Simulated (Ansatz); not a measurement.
`O/C=C/CI` at its PBE0-D4/def2-TZVP geometry, where that method's forces vanish. The species carries charge 0 and has multiplicity 1. I takes the def2 core potential.

```xyz
10

O     0.1352    2.2655    0.7336
C    -0.1579    1.1624    0.0229
C     0.3354   -0.0617    0.2096
C    -0.0522   -1.1952   -0.6345
I    -1.3208   -2.6315    0.4240
H     0.7543    2.0421    1.4370
H    -0.8742    1.3795   -0.7630
H     1.0384   -0.2477    1.0181
H     0.7850   -1.8125   -0.9494
H    -0.6432   -0.9010   -1.4982
```

Q: What forces (eV/Å) does PBE-D4/def2-TZVPP give on these atoms in Ansatz? (Best estimate.)

A: The calculation gave: 
```
O1  -0.207  0.641 -0.057
C2  -0.202  0.122 -0.176
C3   0.141 -0.486 -0.049
C4   0.152  0.186 -0.009
I5  -0.234 -0.276  0.181
H6   0.314 -0.119  0.353
H7  -0.161  0.060 -0.174
H8   0.154 -0.045  0.177
H9   0.162 -0.145 -0.064
H10 -0.120  0.062 -0.183
```
